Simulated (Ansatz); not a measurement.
`BCl` + `CC/C=C(\F)Cl` → `B/C=C(\F)Cl` + `CCCl`  (formal exchange of groups at a B–Cl bond)

Calculated with Ansatz (gas phase, PBE0-D4/def2-TZVP geometries, no zero-point term in ΔE). CCSD(T)/CBS adds triple-zeta CCSD(T) − MP2 to the extrapolated MP2 energy (def2 sets, frozen cores). This one scheme is used for every species. Double bonds are as drawn, so ΔE can hold a change between cis and trans. DFT in def2-TZVPP. B3LYP here is the variant with VWN-RPA as its local correlation; programs differ in this. One conformer a species, not always the lowest.

(1) Is it downhill or uphill in electronic energy at CCSD(T)/CBS, and by how much? (An estimate is asked.)

(2) What do these levels give: r2SCAN-D4, B3LYP-D4, ωB97X-V, r2SCAN, PBE0, SCS-MP2/def2-TZVPP? (Best estimate.)

Largest T1 diagnostic among the species: 0.012.

Answers

(1) Computed: Uphill: ΔE = +0.87 eV.

(2) The calculation gave: r2SCAN-D4 0.78, B3LYP-D4 0.79, ωB97X-V 0.85, r2SCAN 0.77, PBE0 0.81, SCS-MP2/def2-TZVPP 0.88 eV.

From PBE to PBE0 (25 % exact exchange), in def2-TZVPP and without D4, ΔE moves by +0.05 eV. In def2-TZVPP, CCSD(T) changes the Hartree–Fock value by +0.05 eV (the triples alone add −0.01 eV) and MP2 by +0.05 eV.
